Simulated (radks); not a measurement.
Q: All-electron atom: neutral scandium in [Ar] 3d1 4s2. Calculated with a radial shooting solver on a logarithmic mesh with Libxc functionals: scalar-relativistic Kohn-Sham, LDA (Slater exchange, Perdew-Wang correlation), spin-polarised, spherical densities, point nucleus; open shells are filled with parallel spins first. Some entries of the table are withheld. Estimate them.

orbital,occ.,eigenvalue (hartree),<r> (bohr)
1s down,1,-161.1485,0.07320
1s up,1,-161.1484,0.07320
2s up,1,-17.38186,0.3446
2s down,1,-17.37337,0.3445
2p up,3,-14.25989,0.3083
2p down,3,-14.25321,0.3081
3s up,1,-2.02159,1.077
3s down,1,-1.99445,1.077
3p up,3,-1.24450,1.171
3p down,3,-1.21751,1.171
4s up,1,-0.16221,(1)
4s down,1,-0.15211,(2)
3d up,1,-0.13570,1.829
3d down,0,-0.11230,1.901
4p up,0,-0.05807,4.928
4p down,0,-0.05320,5.087
5s up,0,-0.00289,(3)
5s down,0,-0.00233,(4)

A: 
(1) 4s up <r> (bohr): 3.649
(2) 4s down <r> (bohr): 3.737
(3) 5s up <r> (bohr): 14.28
(4) 5s down <r> (bohr): 15.18
